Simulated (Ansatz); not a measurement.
Species: SiN3H5Cl (charge 0, doublet). SMILES: [NH][Si](N)(N)Cl
Geometry: optimised at B3LYP-D3(BJ)/def2-TZVP (Ansatz, a first-principles code).

Wanted: atomisation energy, in kcal/mol. Conventions: atomisation electronic, to ground-state atoms; valence correlation only; 6-311+G** with 5d, 6d on Na to Ar in Ansatz; non-relativistic; no spin-orbit coupling; open shells spin-unrestricted; LANL2DZ with its own core potentials from Na on; 6-31G* and kin with 6d, 5d where marked; dispersion terms only where a functional's name holds one. CBS(X,Y): correlation extrapolated as X^-3; Hartree-Fock from the larger set. Ab initio and DFT rows: single points at B3LYP-D3(BJ) geometries (Ansatz).

Coupled cluster (Ansatz) is a level with limits of its own, used here on species with T1 under 0.025 (0.045 for open shells) and stable references: CCSD(T)/CBS(cc-pV(T+d)Z,cc-pV(Q+d)Z).

Value to compare with, CCSD(T)/CBS(cc-pV(T+d)Z,cc-pV(Q+d)Z) (Ansatz): 819.9 kcal/mol.

| level | program | atomisation energy (kcal/mol) | difference |
|---|---|---|---|
| B3LYP/STO-3G | Ansatz | 849.1 | 29.2 |
| B3LYP/3-21G | Ansatz | 739.3 | -80.6 |
| B3LYP/LANL2DZ | Ansatz | 734.6 | -85.3 |
| B3LYP/6-31G | Ansatz | 714.1 | -105.8 |
| B3LYP/6-31G* | Ansatz | 786.1 | -33.8 |
| B3LYP/6-31+G* | Ansatz | 788.2 | -31.7 |
| B3LYP/6-31G** | Ansatz | 797.7 | -22.2 |
| B3LYP/def2-SVP | Ansatz | 799.2 | -20.7 |
| B3LYP/cc-pVDZ | Ansatz | 775.7 | -44.2 |
| B3LYP/6-311+G** | Ansatz | 797.7 | -22.2 |
| B3LYP/def2-TZVPD | Ansatz | 813.5 | -6.4 |

Among the 10 habitual levels, B3LYP/6-31G lies farthest from CCSD(T)/CBS(cc-pV(T+d)Z,cc-pV(Q+d)Z) (Ansatz) (-105.8 kcal/mol) and B3LYP/def2-SVP nearest (-20.7); 1 of 10 lie above it, and their mean absolute difference is 47.6 kcal/mol, the median 32.8. One case shows no general order.

The sets are all those run for this method; left out are runs that failed, that the program found above a lower state of the same kind, or whose <S^2> lies over 0.5 above the pure value.
